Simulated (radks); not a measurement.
Results of a calculation; reference values are marked as such.
Coulomb parameter of the 4f shell of the erbium ion Er+ in the model configuration [Xe] 4f11 5d1 6s1, as a second difference U = [E(n + 0.5) + E(n - 0.5) - 2 E(n)] / (0.5)^2 with all orbitals relaxed. "Bare": the charge of the atom changes with n. "Screened": the 5d shell takes up the change at fixed total charge, which measures U(4f,4f) + U(5d,5d) - 2 U(4f,5d). Code: a radial shooting solver on a logarithmic mesh with Libxc functionals. Model: scalar-relativistic Kohn-Sham, PBE, spin-unpolarised, spherical densities, finite nucleus; Fermi nuclear charge, rms radius 5.2516 fm.

| case | configuration | E - E(n) (eV) |
|---|---|---|
| start | [Xe] 4f11 5d1 6s1 | 0.000 |
| bare +0.5 | [Xe] 4f11.5 5d1 6s1 | -6.133 |
| bare -0.5 | [Xe] 4f10.5 5d1 6s1 | 10.128 |
| screened +0.5 | [Xe] 4f11.5 5d0.5 6s1 | -3.337 |
| screened -0.5 | [Xe] 4f10.5 5d1.5 6s1 | 4.668 |

U(bare) = 15.982 eV, U(screened by 5d) = 5.326 eV, against the Slater integral F0(4f,4f) = 32.926 eV with frozen orbitals.
